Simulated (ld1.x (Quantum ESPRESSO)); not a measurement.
## barium, TM: configuration errors across variants

ld1.x (Quantum ESPRESSO) 7.5 input, shortened:

```
&input
   title='Ba', zed=56., rel=1, dft='PZ', iswitch=3,
   config='[Xe] 5d0 6s1.75 6p0.25'
 /
 &inputp
   pseudotype=2, tm=.true., lloc=-1, rcloc=2.80,
   nlcc=.true., new_core_ps=.true., rcore=1.45
 /
3
6S  1  0   1.75   0.00  3.90  3.90  0.0
6P  2  1   0.25   0.00  3.75  3.75  0.0
5D  3  2   0.00   0.00  2.90  2.90  0.0
 &test
   configts(1)='5d0 6s1.75 6p0.25'
 /
```

All-electron excitation energies from the reference (eV): (1) 5d0 6s2 6p0 -0.520; (2) 5d0 6s1 6p0 5.023; (3) 5d0 6s1.5 6p0 1.691; (4) 5d1 6s1 6p0 0.829; (5) 5d0 6s0 6p1 7.730; (6) 5d0 6s0 6p2 3.847; (7) 5d0.5 6s1.5 6p0 0.123; (8) 5d0 6s1.75 6p0.25 spin -0.019; (9) 5d0 6s1 6p0 spin 4.876.

Spin tests fill each open shell by Hund’s rule, majority spin first.

3 further variants failed, have other tests or another functional or relativity, and are left out.

A true bound ghost makes a file unfit for plane-wave use even where its test errors are small: the radial tests pick states by their node count and pass the ghost by.

Errors AE − PS in meV (a dash: test not solved or not reliable):

```csv
change,(1),(2),(3),(4),(5),(6),(7),(8),(9),bound ghosts
base,-0.2,-5.0,-0.4,-47,-66,-37,-15,0.0,-7.3,"s, p"
local potential all-electron potential smoothed inside 4.44 bohr (lloc = -1),-0.2,-5.6,-0.5,-51,-20,-13,-16,0.0,-7.7,p
wave 5d (bound): rc 2.90 bohr becomes 5d (bound): rc 2.48 bohr,-0.2,-5.0,-0.4,-47,-66,-37,-15,0.0,-7.3,"s, p"
local potential the s channel,-0.2,-4.6,-0.3,-49,-10,-9.4,-15,0.0,-7.0,p
```

Give the same row for: core correction Bessel-smoothed model core inside 2.22 bohr.

-0.2, -5.0, -0.4, -47, -65, -37, -15, 0.0, -7.3; bound ghosts: s, p.
